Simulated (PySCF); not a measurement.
# One molecule, several mistakes: AlCH4OSi cation

All numbers below are calculated, not measured. They come from PySCF 2.14.0, an open-source quantum chemistry program, on an isolated molecule that a program drew, which may never have been made. The molecule is AlCH4OSi cation (charge +1, singlet), drawn as the SMILES string `O[SiH]=[CH][AlH+]`.

Each row is a Hartree-Fock (HF) and frozen-core CCSD(T) single point in the cc-pV(D+d)Z basis, meant for a local HF minimum. Run 1 is clean. Each other run has one planted mistake out of seven kinds, and not every kind appears here: one electron removed, one electron added, multiplicity raised by two, geometry at a saddle point, minimal basis STO-3G, one bond length entered in bohr, all coordinates scaled. The reference is restricted for singlets and unrestricted otherwise, and also for a bond in bohr. Adding or removing an electron swaps singlet and doublet. Electrons count all cores. HOMO and LUMO are orbital energies over both spins, the gradient is its largest component, and the lowest frequency (negative if imaginary) is given only where the gradient is small. Bond lengths are over the 7 bonds as drawn. T1 is the CCSD diagnostic: over 0.02 (restricted) or 0.045 (unrestricted) a single reference is doubtful.

Geometry of the clean run:
```xyz
8
AlCH4OSi cation, angstrom
O    -2.6600   -1.6970    1.9929
Si   -1.6101   -1.1448    0.9330
C    -1.4774   -1.5690   -0.7254
Al   -0.2758   -0.9389   -1.9445
H    -3.3480   -2.3324    1.8418
H    -0.7271   -0.1822    1.5794
H    -2.1871   -2.3009   -1.1165
H     0.7393   -0.4091   -2.9818
```

| run | electrons | basis functions | <S^2> | HOMO (eV) | LUMO (eV) | gradient (hartree/bohr) | lowest frequency (cm^-1) | mean bond (Å) | longest bond (Å) | T1 | HF (hartree) | CCSD(T) (hartree) | mistake |
|---|---|---|---|---|---|---|---|---|---|---|---|---|---|
| 1 | 44 | 94 | 0.000 | -14.03 | -3.66 | 1.0e-05 | 114 | 1.4535 | 1.824 | 0.0154 | -645.68175 | -646.18599 | no fault |
| 2 | 45 | 94 | 0.777 | -4.74 | 1.55 | 3.4e-02 | - | 1.4535 | 1.824 | 0.0175 | -645.83527 | -646.35522 | one electron added |
| 3 | 44 | 94 | 0.000 | -13.69 | -3.75 | 3.0e-02 | - | 1.5102 | 1.895 | 0.0170 | -645.66943 | -646.18172 | all coordinates scaled |
| 4 | 44 | 32 | 0.000 | -10.96 | 1.28 | 3.7e-02 | - | 1.4535 | 1.824 | 0.0216 | -637.98311 | -638.19888 | ? |

**Which mistake was planted in run 4, and what did it cost?**

It has 32 basis functions where the clean run has 94, with the same electrons and geometry. So the mistake is: minimal basis STO-3G. Subtracting run 1 and multiplying by 627.51 kcal/mol a hartree, the energy moved by 4831.0 kcal/mol in HF and 5012.0 kcal/mol in CCSD(T).

Cautions from the logs. Run 4: T1 is over the limit, so its CCSD(T) energy is less reliable.
